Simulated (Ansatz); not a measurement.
Geometry optimisation, Ansatz, RKS BHLYP-D4/def2-SVP.

The input (input.yaml):

```yaml
crystal:
  periodic: [false, false, false]
  atoms:
    - { symbol: B, position_ang: [-1.838, 0.5578, -0.627] }
    - { symbol: Ge, position_ang: [-0.9739, -0.6343, 0.6668] }
    - { symbol: S, position_ang: [0.2759, 0.5629, 2.0692] }
    - { symbol: Si, position_ang: [1.3926, -0.5771, 0.5905] }
    - { symbol: "N", position_ang: [1.9464, 0.4225, -0.7561] }
    - { symbol: H, position_ang: [-1.6316, 0.5512, -1.7913] }
    - { symbol: H, position_ang: [-2.6253, 1.4145, -0.2441] }
    - { symbol: H, position_ang: [-1.6949, -1.7218, 1.4314] }
    - { symbol: H, position_ang: [2.0781, -1.7515, 1.0797] }
    - { symbol: H, position_ang: [2.70275, -0.07228, -1.19623] }
    - { symbol: H, position_ang: [2.31888, 1.31516, -0.33463] }
basis:
  gaussian: { orbitals: def2-SVP }
hamiltonian:
  xc: { name: BHLYP }
  dispersion: d4
relax:
  f_tol: 0.015
  max_steps: 40
```

Run as:

```bash
$ ansatz run input.yaml --threads 2 --pin off --max-ram 3072MiB --backend cpu --events-out ev --progress --plain --runs-dir out
```

Where does it end, and by what steps?

The forces met the threshold. After 31 steps the energy has fallen by 1.294 eV; H11 moved furthest, 1.75 Å. Joined: B1–S3 (3.43 → 1.94 Å).

```json
{"step": "0", "energy less start (eV)": "0.0000", "largest force component (eV/Å)": "2.645", "accepted": "yes"}
{"step": "2", "energy less start (eV)": "-0.4691", "largest force component (eV/Å)": "0.971", "accepted": "yes"}
{"step": "4", "energy less start (eV)": "-0.5545", "largest force component (eV/Å)": "0.365", "accepted": "yes"}
{"step": "6", "energy less start (eV)": "-0.6060", "largest force component (eV/Å)": "0.615", "accepted": "yes"}
{"step": "8", "energy less start (eV)": "-0.7189", "largest force component (eV/Å)": "0.508", "accepted": "yes"}
{"step": "10", "energy less start (eV)": "-0.7468", "largest force component (eV/Å)": "0.283", "accepted": "yes"}
{"step": "12", "energy less start (eV)": "-0.7928", "largest force component (eV/Å)": "0.290", "accepted": "yes"}
{"step": "14", "energy less start (eV)": "-0.9965", "largest force component (eV/Å)": "0.884", "accepted": "yes"}
{"step": "16", "energy less start (eV)": "-1.1641", "largest force component (eV/Å)": "0.515", "accepted": "yes"}
{"step": "18", "energy less start (eV)": "-1.2205", "largest force component (eV/Å)": "0.321", "accepted": "yes"}
{"step": "20", "energy less start (eV)": "-1.2636", "largest force component (eV/Å)": "0.220", "accepted": "yes"}
{"step": "22", "energy less start (eV)": "-1.2797", "largest force component (eV/Å)": "0.082", "accepted": "yes"}
{"step": "24", "energy less start (eV)": "-1.2772", "largest force component (eV/Å)": "0.311", "accepted": "no"}
{"step": "26", "energy less start (eV)": "-1.2933", "largest force component (eV/Å)": "0.095", "accepted": "yes"}
{"step": "28", "energy less start (eV)": "-1.2940", "largest force component (eV/Å)": "0.037", "accepted": "yes"}
{"step": "30", "energy less start (eV)": "-1.2943", "largest force component (eV/Å)": "0.017", "accepted": "yes"}
{"step": "31", "energy less start (eV)": "-1.2944", "largest force component (eV/Å)": "0.003", "accepted": "yes"}
```

```xyz
11
Properties=species:S:1:pos:R:3
B -1.489 0.942 -0.082
Ge -1.065 -1.156 0.065
S -0.337 0.749 1.464
Si 1.160 -0.580 0.523
N 2.130 -0.011 -0.752
H -0.973 1.401 -1.061
H -2.601 1.248 0.236
H -1.631 -2.152 1.100
H 2.026 -1.101 1.595
H 3.014 0.439 -0.580
H 1.717 0.288 -1.620
```

Whether the end is a true minimum wasn't checked by a vibrational analysis.

The run took 110 s on 2 threads of INTEL(R) XEON(R) PLATINUM 8581C CPU @ 2.10GHz (Emerald Rapids) (shared host), peak memory 0.36 GiB.
